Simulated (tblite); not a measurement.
C6H4FGaS.
Bonds: C1–C2 (triple), C2–C3, C3–S4 (aromatic), S4–C5 (aromatic), C5–Ga6, C5–C7 (aromatic), C7–C8 (aromatic), C8–F9, C3–C8 (aromatic). Hydrogens: H10 on C1; H11, H12 on Ga6; H13 on C7.

Computed with GFN2-xTB (tblite), gas phase: L-BFGS steps from a force-field or distance-geometry start until the largest atomic force falls under 0.01 eV/Å.

The end geometry, which sets the zero of energy:
```
atom  x, y, z in Å
C1     -3.6458    0.9277   -0.6414
C2     -2.5148    0.5994   -0.4009
C3     -1.2003    0.2189   -0.1199
S4      0.1570    0.8431   -1.0058
C5      1.2890   -0.0839   -0.0644
Ga6     3.2152    0.1231   -0.5172
C7      0.6335   -0.8310    0.8807
C8     -0.7603   -0.6574    0.8440
F9     -1.5913   -1.2962    1.6818
H10    -4.6362    1.2070   -0.8422
H11     4.3238   -0.6318    0.2947
H12     3.5953    1.0671   -1.7074
H13     1.1307   -1.4853    1.5801
```

Question: These geometries come from the run, each turned onto the end geometry. Order them by energy, lowest first.
A.
```
atom  x, y, z in Å
C1     -3.6933    0.8723   -0.6051
C2     -2.5445    0.5903   -0.3903
C3     -1.2142    0.2514   -0.1322
S4      0.1153    0.9211   -1.0281
C5      1.2795    0.0121   -0.1116
Ga6     3.2297    0.0972   -0.4996
C7      0.6544   -0.7629    0.8328
C8     -0.7423   -0.6231    0.8182
F9     -1.5467   -1.2931    1.6578
H10    -4.6980    1.1160   -0.7807
H11     4.2056   -0.7778    0.3612
H12     3.7665    1.0106   -1.6534
H13     1.1838   -1.4134    1.5130
```
B.
```
atom  x, y, z in Å
C1     -3.7630    0.8275   -0.4753
C2     -2.5859    0.5950   -0.4208
C3     -1.2517    0.2410   -0.2355
S4      0.0100    0.7478   -1.3077
C5      1.2298   -0.1203   -0.4019
Ga6     3.2443    0.0160   -0.4309
C7      0.6507   -0.7224    0.6854
C8     -0.7319   -0.5383    0.7696
F9     -1.4731   -1.0738    1.7438
H10    -4.7863    1.0458   -0.5424
H11     4.2006   -0.8705    0.4694
H12     4.0411    1.1481   -1.2721
H13     1.2110   -1.2952    1.4006
```
C.
```
atom  x, y, z in Å
C1     -3.7230    0.8660   -0.5660
C2     -2.5763    0.5598   -0.3757
C3     -1.2410    0.2082   -0.1660
S4      0.0381    0.8368   -1.1574
C5      1.2572   -0.0060   -0.2478
Ga6     3.2266    0.0914   -0.4970
C7      0.6831   -0.7239    0.7708
C8     -0.7146   -0.6099    0.8044
F9     -1.4722   -1.2510    1.7064
H10    -4.7268    1.1352   -0.7107
H11     4.0499   -0.8838    0.4211
H12     3.9368    1.0833   -1.4773
H13     1.2581   -1.3055    1.4773
```
D.
```
atom  x, y, z in Å
C1     -3.7142    0.8532   -0.6002
C2     -2.5672    0.5739   -0.3742
C3     -1.2323    0.2396   -0.1361
S4      0.0711    0.9109   -1.0689
C5      1.2655    0.0252   -0.1683
Ga6     3.2321    0.1016   -0.5000
C7      0.6669   -0.7432    0.7995
C8     -0.7315   -0.6183    0.8143
F9     -1.5055   -1.2696    1.6958
H10    -4.7162    1.1168   -0.7592
H11     4.1229   -0.8367    0.3859
H12     3.8850    1.0252   -1.5841
H13     1.2192   -1.3778    1.4777
```
E.
```
atom  x, y, z in Å
C1     -3.7386    0.8350   -0.4947
C2     -2.5684    0.5696   -0.4161
C3     -1.2247    0.2237   -0.2443
S4      0.0623    0.7570   -1.2827
C5      1.2584   -0.0796   -0.3396
Ga6     3.2387    0.0717   -0.4687
C7      0.6763   -0.7312    0.7223
C8     -0.7155   -0.5563    0.7683
F9     -1.4863   -1.0797    1.7347
H10    -4.7600    1.0630   -0.5677
H11     4.0451   -0.8983    0.4658
H12     3.9791    1.1580   -1.3298
H13     1.2294   -1.3322    1.4347
```

Answer: A (0.003 eV), D (0.006 eV), C (0.014 eV), E (0.031 eV), B (0.098 eV).

In the order of the answer:

```json
{"step": "74", "E above end (eV)": "0.003", "largest force (eV/Å)": "0.03", "rms force component (eV/Å)": "0.011", "rms distance from end (Å)": "0.106", "rms bond change (Å)": "0.001", "bond most changed (Å)": "S4–C5 -0.001"}
{"step": "49", "E above end (eV)": "0.006", "largest force (eV/Å)": "0.06", "rms force component (eV/Å)": "0.020", "rms distance from end (Å)": "0.159", "rms bond change (Å)": "0.002", "bond most changed (Å)": "C5–Ga6 +0.006"}
{"step": "32", "E above end (eV)": "0.014", "largest force (eV/Å)": "0.12", "rms force component (eV/Å)": "0.036", "rms distance from end (Å)": "0.209", "rms bond change (Å)": "0.002", "bond most changed (Å)": "Ga6–H11 +0.004"}
{"step": "18", "E above end (eV)": "0.031", "largest force (eV/Å)": "0.10", "rms force component (eV/Å)": "0.033", "rms distance from end (Å)": "0.276", "rms bond change (Å)": "0.003", "bond most changed (Å)": "Ga6–H12 +0.006"}
{"step": "7", "E above end (eV)": "0.098", "largest force (eV/Å)": "0.51", "rms force component (eV/Å)": "0.154", "rms distance from end (Å)": "0.302", "rms bond change (Å)": "0.018", "bond most changed (Å)": "Ga6–H12 +0.054"}
```

The cost below is that of the whole relaxation. The run took 0.61 s on one thread, Arm Neoverse V2 (aarch64), no GPU (shared host).
